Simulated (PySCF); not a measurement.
Predicted microwave data (B3LYP/def2-SVPD in PySCF (dipole) on a GFN2-xTB geometry, gas phase) for one isomer of C4H10OSi:

* Rotational constants: A = 4317, B = 2756, C = 1842 MHz
* Dipole components: |μa| = 1.37 D, |μb| = 0.84 D, |μc| = 0.40 D
* Inertial defect: -26.08 u·Å²
* κ: -0.26

Problem. Which candidate fits, each taken in the one conformer that was computed?
A. `[CH3:1][O:2][C@H:3]1[CH2:4][CH2:5][SiH2:6]1` with C1–O2–C3–C4 -178°, O2–C3–C4–C5 133°, C3–C4–C5–Si6 -12°, C4–C5–Si6–C3 10°, O2–C3–Si6–C5 -124°
B. `[SiH3:1][O:2][CH2:3][CH:4]1[CH2:5][CH2:6]1` with Si1–O2–C3–C4 178°, O2–C3–C4–C5 -86°
C. `[CH2:1]=[CH:2][CH2:3][CH2:4][SiH2:5][OH:6]` with C1–C2–C3–C4 -116°, C2–C3–C4–Si5 180°, C3–C4–Si5–O6 179°, C4–Si5–O6–H 53°
D. `[CH3:1][C@@H:2]1[CH2:3][CH2:4][O:5][SiH2:6]1` with C1–C2–C3–C4 -160°, C2–C3–C4–O5 39°, C3–C4–O5–Si6 -24°, C4–O5–Si6–C2 2°
E. `[CH2:1]=[CH:2][CH2:3][SiH2:4][O:5][CH3:6]` with C1–C2–C3–Si4 105°, C2–C3–Si4–O5 62°, C3–Si4–O5–C6 -179°

Solution. D. It is C[C@@H]1CCO[SiH2]1, an asymmetric top, point group C1. The candidates at the same level (rigid rotor, commonest isotopes):

| SMILES | A (MHz) | B (MHz) | C (MHz) | μa (D) | μb (D) | μc (D) | Δ (u·Å²) | point group | rotor |
| --- | --- | --- | --- | --- | --- | --- | --- | --- | --- |
| [SiH3]OCC1CC1 | 10806 | 1165 | 1123 | 0.57 | 0.68 | 0.43 | -30.60 | C1 | near-prolate asymmetric top |
| C=CC[SiH2]OC | 5998 | 1408 | 1266 | 1.00 | 0.16 | 0.13 | -43.99 | C1 | near-prolate asymmetric top |
| C[C@@H]1CCO[SiH2]1 | 4317 | 2756 | 1842 | 1.37 | 0.84 | 0.40 | -26.08 | C1 | asymmetric top |
| C=CCC[SiH2]O | 10999 | 974.5 | 950.1 | 0.78 | 0.88 | 0.69 | -32.63 | C1 | near-prolate asymmetric top |
| CO[C@H]1CC[SiH2]1 | 5066 | 2106 | 1618 | 0.27 | 0.61 | 0.74 | -27.47 | C1 | asymmetric top |

`[SiH3]OCC1CC1` has A 150 % too high; `C=CCC[SiH2]O` has A 155 % too high; `C=CC[SiH2]OC` has B 49 % too low; `CO[C@H]1CC[SiH2]1` has B 24 % too low. No structure here is proved a minimum.
